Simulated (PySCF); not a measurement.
PySCF input for 1,1,1-trifluoropropane (C3H5F3), SMILES CCC(F)(F)F, SMD-M06-2X/6-31G*. Geometry: TPSSh-D3(BJ)/def2-SVP.

```python
import numpy as np
from pyscf import gto, scf, dft
from pyscf.solvent import smd

mol = gto.M(
    atom='''
    C    -0.09054484   -2.08222016   -0.00000000
    C     0.80358700   -0.84434298   -0.00000000
    C     0.02191854    0.44978730    0.00000000
    F    -0.77439430    0.55621234    1.08520448
    F     0.84068866    1.52060802   -0.00000000
    F    -0.77439431    0.55621235   -1.08520448
    H    -0.73514597   -2.09893279   -0.89121434
    H    -0.73514597   -2.09893279    0.89121434
    H     0.52250939   -2.99484392   -0.00000001
    H     1.45545894   -0.82196499   -0.88680730
    H     1.45545894   -0.82196498    0.88680728
    ''',
    basis='6-31G*',
    charge=0,
    spin=0,
    max_memory=1600,
    verbose=3,
)
mf = dft.RKS(mol, xc='m06-2x').density_fit(auxbasis='def2-universal-jkfit')
mf.grids.level = 4
mf.conv_tol = 1e-9
mf.max_cycle = 100
mf.kernel()
res = {}
for name in ['water', 'benzene', '2-propanol']:
    s = mf.SMD()
    s.with_solvent.solvent, s.with_solvent.sasa_ng = name, 194
    s.kernel(mf.make_rdm1())
    res[name] = (s.e_tot, s.with_solvent.get_cds(), s.dip_moment(), s.mo_energy, s.converged)
    print(f'SMD {name}: dG(solv) = {(s.e_tot - mf.e_tot) * 627.509474:.3f} kcal/mol, of which CDS {res[name][1] * 627.509474:.3f}')
```

It prints:

```
converged SCF energy = -416.710670365998
converged SCF energy = -416.709279494681
Dipole moment(X, Y, Z, Debye):  1.31944, -2.30545,  0.00000
SMD water: dG(solv) = 0.873 kcal/mol, of which CDS 4.006
converged SCF energy = -416.71387250606
Dipole moment(X, Y, Z, Debye):  1.14376, -2.13777,  0.00000
SMD benzene: dG(solv) = -2.009 kcal/mol, of which CDS -0.535
converged SCF energy = -416.715215636125
Dipole moment(X, Y, Z, Debye):  1.29787, -2.28812,  0.00000
SMD 2-propanol: dG(solv) = -2.852 kcal/mol, of which CDS 0.098
```

The calculation finished and met its thresholds.
